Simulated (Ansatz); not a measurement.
```yaml
crystal:
  periodic: [false, false, false]
  atoms:
    - {symbol: Ge, position_ang: [-0.682699, 0.933867, -1.205458]}
    - {symbol: Sb, position_ang: [1.357469, -0.652085, -0.711963]}
    - {symbol: C, position_ang: [0.837832, -0.804383, 1.390506]}
    - {symbol: S, position_ang: [0.009399, -2.169310, 0.587771]}
    - {symbol: H, position_ang: [-1.508253, 0.389958, -2.383618]}
    - {symbol: H, position_ang: [-1.562412, 0.982613, 0.055457]}
    - {symbol: H, position_ang: [-0.223921, 2.362537, -1.563055]}
    - {symbol: H, position_ang: [0.195038, -0.018245, 1.774220]}
    - {symbol: H, position_ang: [1.665949, -1.071252, 2.039039]}
basis:
  gaussian: {orbitals: def2-mTZVP, point_charges: [{charge: 0.50, position_ang: [4.688, -0.193, 0.694]}]}
total_charge: -1
magnetization: {spin_polarized: true, initial_magnetization: 1}
hamiltonian: {xc: {name: wPBEh}}
```

```sh
$ ansatz run in.yaml --threads 4 --pin off --events-out ev --progress --plain --max-ram 10444MiB
```

Output, abridged:

```
Functional definition: wPBEh
1300 factors; integrals over basis functions are off by at most 1.1e-3 eV
121 factors; integrals over basis functions are off by at most 2.5e-7 eV
mean field evaluation 1: about -74997.3155 eV, gradient 2.8e1 eV
mean field evaluation 2: about -74990.2535 eV, gradient 4.4e1 eV
mean field evaluation 4: about -75000.4726 eV, gradient 2.4e0 eV
mean field evaluation 8: about -75000.5323 eV, gradient 8.9e-2 eV
mean field evaluation 16: about -75000.5323 eV, gradient 4.1e-4 eV
mean field -75000.53233562 eV, -2756.2187261473 hartree, gradient 4.0e-5 eV, S^2 0.753814; 3 other end points of the search recorded, 0 dependent functions left out
reference -75000.53237829 eV, -2756.2187277156 hartree; 42, 41 occupied and 86, 87 virtual orbitals, 1300 factors
Total energy: -75000.53237829 eV, -2756.2187277156 hartree
```

Q: What is wrong with this run?

A: The charge is far from anything that the molecule holds. Self-consistency was reached. The result belongs to that input, not to the molecule as meant.
